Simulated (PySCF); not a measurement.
# Interval between two levels of Co by level of theory

Co [Ar] 3d7 4s2 [4F9/2, M_J = 9/2] → Co [Ar] 3d6 4s2 5s1 [6D9/2, M_J = 9/2], as a difference of total energies. Calculation: PySCF 2.14, in x2c-SVPall-2c with one added diffuse shell each of s, d type (6s5p4d1f, 48 functions); the two-component X2C-1e Hamiltonian. Correlated levels: [Ne] frozen; the 6 highest virtual spinors dropped. "Screened" scales the spin-orbit matrix elements by Boettger's factors to mimic the two-electron term; Breit and QED terms are absent.

```tsv
method	interval between two levels (cm⁻¹)
GHF (spin-free)	68324
GMP2 (spin-free)	80465
GHF (screened spin-orbit)	68517
GMP2 (screened spin-orbit)	80658
```

The labels give the starting determinants; with spin-orbit coupling the two ends relaxed to ⟨J²⟩ = 24.76, ⟨L²⟩ = 12.02, ⟨S²⟩ = 3.76 and ⟨J²⟩ = 24.76, ⟨L²⟩ = 6.01, ⟨S²⟩ = 8.75.
